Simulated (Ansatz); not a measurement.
C$_{3}$H$_{11}$GaN$_{2}$ (`CC(N)(N)[CH2][GaH2]`) at its PBE0-D4/def2-TZVP geometry, where that method's forces vanish. Total charge 0; spin multiplicity 1.

```
atom    x (Å)    y (Å)    z (Å)
  C1   1.2734   0.1579  -0.9098
  C2   0.3025  -0.3234   0.1586
  N3   0.7973  -1.4607   0.9107
  N4  -0.9680  -0.7201  -0.5465
  C5  -0.1512   0.8257   1.0586
 Ga6  -1.7441   1.2464  -0.1109
  H7   1.5340  -0.6572  -1.5941
  H8   2.1900   0.5112  -0.4357
  H9   0.8492   0.9780  -1.4933
 H10   1.4430  -2.0269   0.3724
 H11   1.2708  -1.1490   1.7470
 H12  -0.8060  -1.1215  -1.4634
 H13  -1.4334  -1.4215   0.0211
 H14  -0.4833   0.4404   2.0268
 H15   0.6345   1.5629   1.2235
 H16  -1.5055   2.0978  -1.4196
 H17  -3.2031   1.0599   0.4545
```

For each bond, give half the difference of the two atoms' forces along it (eV/Å; positive pushes the atoms apart) under PBE-D4, r2SCAN-D4, B3LYP-D4, ωB97M-V in def2-TZVPP. (Estimate.)

Ansatz gave: 
```tsv
bond	length (Å)	PBE-D4	r2SCAN-D4	B3LYP-D4	ωB97M-V
C1–C2	1.522	-0.01	0.02	0.09	0.07
C1–H7	1.096	0.10	-0.03	-0.07	-0.06
C2–N3	1.451	0.09	0.14	0.14	0.14
C2–N4	1.506	0.19	0.25	0.20	0.09
C2–C5	1.528	0.00	0.02	0.08	0.06
N3–H10	1.013	0.23	0.00	-0.05	-0.07
N3–H11	1.010	0.22	-0.01	-0.06	-0.05
N4–Ga6	2.158	0.00	-0.01	0.20	0.09
N4–H12	1.014	0.18	-0.02	-0.09	-0.07
N4–H13	1.015	0.20	-0.01	-0.09	-0.05
C5–Ga6	2.020	0.10	0.05	0.22	0.05
C5–H14	1.094	0.09	-0.03	-0.12	-0.06
C5–H15	1.090	0.08	-0.03	-0.12	-0.07
Ga6–H16	1.579	-0.02	-0.09	-0.08	-0.09
```

B3LYP here is the variant with VWN-RPA as its local correlation; programs differ in this.
